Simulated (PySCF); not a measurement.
Compound: C₇H₁₂O₂.
SMILES with atom numbers: `[CH3:1][CH2:2][C@H:3]1[CH2:4][CH2:5][CH2:6][O:7][C:8]1=[O:9]` (hydrogens: H10, H11, H12 on C1; H13, H14 on C2; H15 on C3; H16, H17 on C4; H18, H19 on C5; H20, H21 on C6)

A GFN2-xTB structure was refined with PySCF 2.14.0, PBE0-D3(BJ)/def2-SVP geometry optimisation, gas phase. Its GFN2-xTB values:

```json
{"coordinate": "C1–H10", "GFN2-xTB": "1.088 Å"}
{"coordinate": "C1–H12", "GFN2-xTB": "1.088 Å"}
{"coordinate": "C2–C3", "GFN2-xTB": "1.535 Å"}
{"coordinate": "C2–H13", "GFN2-xTB": "1.092 Å"}
{"coordinate": "C2–H14", "GFN2-xTB": "1.091 Å"}
{"coordinate": "C3–H15", "GFN2-xTB": "1.099 Å"}
{"coordinate": "C4–C5", "GFN2-xTB": "1.523 Å"}
{"coordinate": "C4–H16", "GFN2-xTB": "1.091 Å"}
{"coordinate": "C4–H17", "GFN2-xTB": "1.093 Å"}
{"coordinate": "C5–C6", "GFN2-xTB": "1.519 Å"}
{"coordinate": "C5–H18", "GFN2-xTB": "1.092 Å"}
{"coordinate": "C5–H19", "GFN2-xTB": "1.090 Å"}
{"coordinate": "C6–H20", "GFN2-xTB": "1.098 Å"}
{"coordinate": "C6–H21", "GFN2-xTB": "1.094 Å"}
{"coordinate": "O7–C8", "GFN2-xTB": "1.337 Å"}
{"coordinate": "C8=O9", "GFN2-xTB": "1.203 Å"}
{"coordinate": "C1–C2–C3", "GFN2-xTB": "112.9°"}
{"coordinate": "C2–C3–C4", "GFN2-xTB": "112.9°"}
{"coordinate": "C2–C3–C8", "GFN2-xTB": "108.8°"}
{"coordinate": "C3–C4–C5", "GFN2-xTB": "109.3°"}
{"coordinate": "C3–C8–O7", "GFN2-xTB": "120.5°"}
{"coordinate": "C3–C8–O9", "GFN2-xTB": "121.4°"}
{"coordinate": "C4–C5–C6", "GFN2-xTB": "107.8°"}
{"coordinate": "O7–C8–O9", "GFN2-xTB": "118.0°"}
{"coordinate": "C1–C2–C3–C4", "GFN2-xTB": "67°"}
{"coordinate": "C2–C3–C4–C5", "GFN2-xTB": "167°"}
{"coordinate": "C2–C3–C8–O7", "GFN2-xTB": "-141°"}
{"coordinate": "C6–O7–C8–O9", "GFN2-xTB": "-175°"}
```

Question: How do these coordinates change at the PBE0-D3(BJ)/def2-SVP level?

Answer: 
```json
{"coordinate": "C1–H12", "PBE0-D3(BJ)/def2-SVP (Å or °)": "1.102", "change": "+0.014"}
{"coordinate": "C1–H10", "PBE0-D3(BJ)/def2-SVP (Å or °)": "1.101", "change": "+0.013"}
{"coordinate": "C4–H17", "PBE0-D3(BJ)/def2-SVP (Å or °)": "1.105", "change": "+0.012"}
{"coordinate": "C2–H13", "PBE0-D3(BJ)/def2-SVP (Å or °)": "1.104", "change": "+0.012"}
{"coordinate": "C5–H18", "PBE0-D3(BJ)/def2-SVP (Å or °)": "1.103", "change": "+0.011"}
{"coordinate": "C5–H19", "PBE0-D3(BJ)/def2-SVP (Å or °)": "1.101", "change": "+0.011"}
{"coordinate": "C3–H15", "PBE0-D3(BJ)/def2-SVP (Å or °)": "1.109", "change": "+0.010"}
{"coordinate": "C4–H16", "PBE0-D3(BJ)/def2-SVP (Å or °)": "1.100", "change": "+0.009"}
{"coordinate": "C5–C6", "PBE0-D3(BJ)/def2-SVP (Å or °)": "1.510", "change": "-0.009"}
{"coordinate": "C2–H14", "PBE0-D3(BJ)/def2-SVP (Å or °)": "1.099", "change": "+0.008"}
{"coordinate": "O7–C8", "PBE0-D3(BJ)/def2-SVP (Å or °)": "1.345", "change": "+0.008"}
{"coordinate": "C6–H20", "PBE0-D3(BJ)/def2-SVP (Å or °)": "1.105", "change": "+0.007"}
{"coordinate": "C2–C3", "PBE0-D3(BJ)/def2-SVP (Å or °)": "1.528", "change": "-0.007"}
{"coordinate": "C4–C5", "PBE0-D3(BJ)/def2-SVP (Å or °)": "1.517", "change": "-0.006"}
{"coordinate": "C6–H21", "PBE0-D3(BJ)/def2-SVP (Å or °)": "1.099", "change": "+0.005"}
{"coordinate": "C8=O9", "PBE0-D3(BJ)/def2-SVP (Å or °)": "1.199", "change": "-0.004"}
{"coordinate": "C3–C8–O7", "PBE0-D3(BJ)/def2-SVP (Å or °)": "119.0", "change": "-1.5"}
{"coordinate": "C2–C3–C4", "PBE0-D3(BJ)/def2-SVP (Å or °)": "114.3", "change": "+1.4"}
{"coordinate": "C2–C3–C8", "PBE0-D3(BJ)/def2-SVP (Å or °)": "110.0", "change": "+1.2"}
{"coordinate": "C4–C5–C6", "PBE0-D3(BJ)/def2-SVP (Å or °)": "109.0", "change": "+1.2"}
{"coordinate": "C1–C2–C3", "PBE0-D3(BJ)/def2-SVP (Å or °)": "113.9", "change": "+1.0"}
{"coordinate": "C3–C8–O9", "PBE0-D3(BJ)/def2-SVP (Å or °)": "122.2", "change": "+0.8"}
{"coordinate": "C3–C4–C5", "PBE0-D3(BJ)/def2-SVP (Å or °)": "110.0", "change": "+0.7"}
{"coordinate": "O7–C8–O9", "PBE0-D3(BJ)/def2-SVP (Å or °)": "118.7", "change": "+0.7"}
{"coordinate": "C2–C3–C8–O7", "PBE0-D3(BJ)/def2-SVP (Å or °)": "-151", "change": "-10"}
{"coordinate": "C6–O7–C8–O9", "PBE0-D3(BJ)/def2-SVP (Å or °)": "-169", "change": "+6"}
{"coordinate": "C1–C2–C3–C4", "PBE0-D3(BJ)/def2-SVP (Å or °)": "62", "change": "-5"}
{"coordinate": "C2–C3–C4–C5", "PBE0-D3(BJ)/def2-SVP (Å or °)": "171", "change": "+4"}
```

The energy falls by 5.1 kJ/mol over 4 energy and gradient evaluations, the largest force component goes from 0.0154 to 2.4e-04 Eh/bohr, and the atoms move by 0.082 Å rms after alignment. Among the bonds, C1–H10, C1–H11 and C1–H12 change most and about equally (+0.013 to +0.014 Å). Bonds longer at the end by more than 0.005 Å: 13 of 21; shorter: 3. Rotational constants go from 2456, 1353, 930.9 to 2452, 1348, 920.1 MHz.

The run used 186 basis functions and 29 SCF cycles in all. Hardware: one thread of an Arm Neoverse N1, no GPU (shared host). Cost: 1.8 min.

No PBE0-D3(BJ)/def2-SVP frequencies stand behind this structure, so it isn't proved a minimum. One conformer, not necessarily the lowest.
